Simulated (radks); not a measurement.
Problem. The table gives one normalised radial function P(r) = r R(r) (large component) of La2+ in [Xe] 5d1 (r in bohr). Calculated with a radial shooting solver on a logarithmic mesh with Libxc functionals: Dirac Kohn-Sham, revPBE, spin-unpolarised, spherical densities, finite nucleus; open shells fill j = l - 1/2 first; Fermi nuclear charge, rms radius 4.855 fm.

| r | P |
|---|---|
| 0.0008813 | 0.0000 |
| 0.001018 | 0.0000 |
| 0.001175 | 0.0000 |
| 0.001368 | 0.0000 |
| 0.00158 | 0.0000 |
| 0.001825 | 0.0000 |
| 0.002108 | 0.0000 |
| 0.002454 | 0.0000 |
| 0.002834 | 0.0000 |
| 0.003273 | 0.0001 |
| 0.00378 | 0.0001 |
| 0.004365 | 0.0001 |
| 0.005082 | 0.0002 |
| 0.005869 | 0.0002 |
| 0.006778 | 0.0003 |
| 0.007828 | 0.0005 |
| 0.009113 | 0.0007 |
| 0.01052 | 0.0011 |
| 0.01215 | 0.0016 |
| 0.01404 | 0.0023 |
| 0.01621 | 0.0033 |
| 0.01887 | 0.0048 |
| 0.02179 | 0.0069 |
| 0.02517 | 0.0098 |
| 0.02907 | 0.0138 |
| 0.03384 | 0.0197 |
| 0.03908 | 0.0273 |
| 0.04514 | 0.0373 |
| 0.05213 | 0.0502 |
| 0.0602 | 0.0664 |
| 0.07008 | 0.0872 |
| 0.08094 | 0.1101 |
| 0.09347 | 0.1351 |
| 0.108 | 0.1603 |
| 0.1257 | 0.1839 |
| 0.1451 | 0.1989 |
| 0.1676 | 0.2017 |
| 0.1936 | 0.1871 |
| 0.2236 | 0.1509 |
| 0.2603 | 0.0873 |
| 0.3006 | 0.0055 |
| 0.3471 | -0.0896 |
| 0.4009 | -0.1851 |
| 0.4667 | -0.2682 |
| 0.539 | -0.3118 |
| 0.6225 | -0.3066 |
| 0.7189 | -0.2456 |
| 0.8302 | -0.1322 |
| 0.9665 | 0.0305 |
| 1.116 | 0.2052 |
| 1.289 | 0.3775 |
| 1.489 | 0.5262 |
| 1.733 | 0.6371 |
| 2.002 | 0.6864 |
| 2.312 | 0.6793 |
| 2.67 | 0.6229 |
| 3.083 | 0.5321 |
| 3.589 | 0.4177 |
| 4.145 | 0.3073 |
| 4.787 | 0.2070 |
| 5.529 | 0.1255 |
| 6.436 | 0.0646 |
| 7.433 | 0.0296 |
| 8.584 | 0.0115 |

Which n and l does it have? It may be an empty orbital.

Solution. n = 5, l = 2: the number of nodes gives n - l - 1 = 2, the rise at small r points to l (for j = l - 1/2 the large component starts outside the nucleus as r^gamma with gamma = sqrt(l^2 - (Z/c)^2) = 1.96 and the r^(l+1) term takes over further out; the orbital of l - 1 with the same j starts with the same power, but with a larger coefficient, and does not steepen), and the extent must fit the shell. The curve is that of 5d3/2; the two j differ most near the nucleus, where j = l - 1/2 has the larger amplitude, and in heavy atoms j = l - 1/2 is also the more compact. 5d3/2: eigenvalue -14.737 eV, 2 radial nodes at r = 0.303, 0.941 bohr, <r> = 2.57 bohr, 90 % of the charge inside 3.90 bohr.
